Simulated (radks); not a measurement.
Results of a calculation; reference values are marked as such.
Neutral cadmium inside a hard spherical wall (all orbitals vanish at R), configuration held at [Kr] 4d10 5s2 and not refilled when levels cross. Code: a radial shooting solver on a logarithmic mesh with Libxc functionals. Model: scalar-relativistic Kohn-Sham, LDA (Slater exchange, VWN5 correlation), spin-polarised, spherical densities, finite nucleus; Fermi nuclear charge, rms radius 4.6087 fm. Eigenvalues in eV for spin up, with the zero of energy where the potential of the charges vanishes at infinity; a dash marks a level that is unbound or too diffuse for the functional's potential to be trusted. A positive occupied level is held by the wall or, in an anion where self-interaction has pushed it up, behind a barrier. The pressure on the wall is -dE/dV.

R (bohr)	E (hartree)	kinetic (hartree)	e(4s)	e(4p)	e(4d)	e(5s)	e(5p, empty)	e(6s, empty)	pressure (GPa)
free	-5589.50546	5814.443	-105.84	-66.994	-11.903	-5.955	-1.324	-0.016	0
15	-5589.50546	5814.443	-105.84	-66.994	-11.903	-5.955	-1.321	0.353	< 0.0001
12	-5589.50545	5814.443	-105.84	-66.993	-11.902	-5.953	-1.301	0.822	0.000233
10	-5589.50531	5814.445	-105.83	-66.980	-11.889	-5.942	-1.231	1.641	0.00446
8	-5589.50356	5814.461	-105.73	-66.880	-11.791	-5.849	-0.928	3.783	0.0876
6	-5589.48219	5814.598	-105.09	-66.237	-11.170	-5.156	0.489	10.610	1.90
3	-5587.92847	5821.164	-92.264	-53.788	0.888	15.757	28.863	99.502	714
1.5	-5544.79612	5967.193	6.653	49.340	118.23	301.31	339.19	762.52	136000
